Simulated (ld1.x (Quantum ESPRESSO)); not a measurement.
**How hard is this lutetium TM potential?**

```
Element                 : lutetium (Lu)
Generator               : ld1.x (Quantum ESPRESSO) 7.5
Type                    : norm-conserving Troullier–Martins (Kleinman–Bylander form)
Functional              : LDA (PZ)
Relativity              : scalar-relativistic
Frozen core             : [Kr] 4d10 4f14
Valence charge          : 11
Reference configuration : 5s2 5p6 5d0 6s0 6p0 (charge +3)
Partial waves           : 5s (bound): rc 2.05 bohr; 5d (bound, empty): rc 2.85 bohr; 5p (bound): rc 2.15 bohr
Local potential         : the p channel
Core correction         : a·sin(br)/r model core inside 2.10 bohr
```

The pseudo-atom Hamiltonian at the reference potential is diagonalised in spherical Bessel functions j_l(qr) that vanish at 20 bohr, with q² up to the cutoff. All-electron valence levels (Ry): 5s -6.4692, 6s -1.8017, 5d -1.8614, 5p -4.2818, 6p -1.3205.

How do the lowest levels (Ry) of each channel move with the cutoff, and are there ghosts?

```tsv
cutoff (Ry)	s #1	s #2	d #1	p #1	p #2	p #3	f #1	f #2	Σ f·Δε (mRy)
8	-6.4356	-1.8310	-1.6821	-3.9851	-1.2345	-0.6248	-0.6570	-0.4045	1847.9
12	-6.4405	-1.8428	-1.8107	-4.2242	-1.3158	-0.6548	-0.6675	-0.4107	403.0
21	-6.4651	-1.8466	-1.8605	-4.2811	-1.3519	-0.6694	-0.6734	-0.4143	12.6
30	-6.4682	-1.8479	-1.8613	-4.2815	-1.3529	-0.6699	-0.6738	-0.4145	4.2
45	-6.4690	-1.8483	-1.8614	-4.2818	-1.3531	-0.6700	-0.6738	-0.4145	0.5
55	-6.4692	-1.8485	-1.8614	-4.2818	-1.3531	-0.6700	-0.6738	-0.4145	0.0
400	-6.4692	-1.8485	-1.8614	-4.2818	-1.3531	-0.6700	-0.6738	-0.4145	0.0
```

Result: no extra level below or beside the all-electron valence levels (s, d, p, f tested); 10 mRy is reached at 25 Ry and 1 mRy at 45 Ry.

Its largest configuration-test error is +396 meV.
